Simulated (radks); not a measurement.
Results of a calculation; reference values are marked as such.
Ionisation of Mo31+, [Ne] 3s1, to Mo32+, [Ne], under several functionals. Dirac Kohn-Sham, spin-unpolarised, spherical densities, finite nucleus; a radial shooting solver on a logarithmic mesh with Libxc functionals.

| functional | E(Mo31+) (hartree) | Exc (hartree) | IE (eV) | -e(HOMO) (eV) | <r> HOMO (bohr) | IE error (eV) |
|---|---|---|---|---|---|---|
| RPBE | -3307.93073 | -72.51809 | 1793.3 | 1762.0 | 0.3655 | +2.4 |
| LDA (Slater exchange, Perdew-Zunger correlation) | -3303.12788 | -67.66183 | 1790.7 | 1762.4 | 0.3653 | -0.2 |
| Wu-Cohen GGA | -3306.77099 | -71.34622 | 1791.7 | 1762.7 | 0.3653 | +0.7 |
| exchange-only B88 | -3307.45546 | -72.04132 | 1791.2 | 1762.2 | 0.3653 | +0.3 |
| OLYP | -3308.16596 | -72.77020 | 1792.0 | 1760.3 | 0.3658 | +1.0 |
| exchange-only LDA | -3301.78502 | -66.31390 | 1788.4 | 1760.0 | 0.3654 | -2.5 |
| LDA (Slater exchange, VWN5 correlation) | -3303.12885 | -67.66269 | 1790.7 | 1762.4 | 0.3653 | -0.2 |
| exchange-only PBE | -3307.05074 | -71.63097 | 1792.9 | 1762.3 | 0.3654 | +2.0 |

NIST Atomic Spectra Database: 1790.9 eV (semi-empirical). Closest: LDA (Slater exchange, VWN5 correlation). The Delta-SCF values span 4.90 eV, the total energies 6.38 hartree. The highest occupied level is 3s1/2. Spin polarisation and multiplet splitting are left out, so open shells lie too high by an amount that depends on their filling.

Beside tabulated values, note that spin-unpolarised runs miss the spin-polarisation part of the exchange energy of open shells.
